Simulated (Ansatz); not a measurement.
Job for Ansatz (a first-principles code): R-PBE/def2-TZVPP on F2GeH3N (SMILES [NH2][GeH]([F])[F]), a point of a torsion scan.

Ansatz 0.2 input:
```yaml
crystal:
  periodic: [false, false, false]
  atoms:
    - {symbol: N, position_ang: [1.11716385, -0.10209124, -0.20183222]}
    - {symbol: Ge, position_ang: [-0.62979930, -0.00201732, 0.13788396]}
    - {symbol: F, position_ang: [-1.35844576, -1.27129988, -0.76858474]}
    - {symbol: F, position_ang: [-1.12499346, 1.45321702, -0.63687087]}
    - {symbol: H, position_ang: [1.65102969, 0.75337495, -0.17169958]}
    - {symbol: H, position_ang: [1.65773145, -0.87759446, 0.14727305]}
    - {symbol: H, position_ang: [-1.31899096, -0.02218511, 1.45991918]}
basis:
  gaussian:
    orbitals: def2-TZVPP
hamiltonian:
  xc: {name: PBE}
scf: {lower_state_search: off}
```

Problem. Predict the final total energy.

Solution. -2332.8834 hartree.
